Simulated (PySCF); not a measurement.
PySCF input file for BiF₂Cl, SMILES [F][Bi]([F])[Cl], C-PCM-ωB97X/def2-SVP. Coordinates come from a PBE0-D3(BJ)/def2-SVP optimisation. The def2 effective core potentials stand for the cores of Bi; spin–orbit coupling is left out.

```python
import numpy as np
from pyscf import gto, scf, dft
from pyscf.solvent import pcm

mol = gto.M(
    atom='''
    Bi   -0.26364619   -0.26247700   -0.00000000
    F    -0.79952359    0.98920132    1.49336276
    F    -0.79952358    0.98920132   -1.49336276
    Cl    2.13376813    0.23411574    0.00000000
    ''',
    basis='def2-SVP',
    ecp={'Bi': 'def2-svp'},
    charge=0,
    spin=0,
    max_memory=1600,
    verbose=3,
)
mf = dft.RKS(mol, xc='wb97x').density_fit(auxbasis='def2-universal-jkfit')
mf.grids.level = 3
mf.conv_tol = 1e-9
mf.max_cycle = 100
mf.kernel()
res = {}
for name, eps in {'water': 78.355, '2-propanol': 19.264, 'acetonitrile': 35.688}.items():
    s = mf.PCM()
    s.with_solvent.method, s.with_solvent.eps, s.with_solvent.lebedev_order = 'C-PCM', eps, 29
    s.kernel(mf.make_rdm1())
    res[name] = (s.e_tot, eps, s.dip_moment(), s.mo_energy, s.converged)
    print(f'{name}: electrostatic solvation free energy {(s.e_tot - mf.e_tot) * 627.509474:.3f} kcal/mol')
```

Log of the run:

```
converged SCF energy = -874.287291871359

WARN: PCM is an experimental feature. It is still in testing.
Features and APIs may be changed in the future.

converged SCF energy = -874.308237376418
Dipole moment(X, Y, Z, Debye): -2.08663, -6.00160, -0.00000
water: electrostatic solvation free energy -13.144 kcal/mol

WARN: PCM is an experimental feature. It is still in testing.
Features and APIs may be changed in the future.

converged SCF energy = -874.307239790936
Dipole moment(X, Y, Z, Debye): -2.05316, -5.94332, -0.00000
2-propanol: electrostatic solvation free energy -12.518 kcal/mol

WARN: PCM is an experimental feature. It is still in testing.
Features and APIs may be changed in the future.

converged SCF energy = -874.307846561502
Dipole moment(X, Y, Z, Debye): -2.07350, -5.97877, -0.00000
acetonitrile: electrostatic solvation free energy -12.898 kcal/mol
```

The run converged.
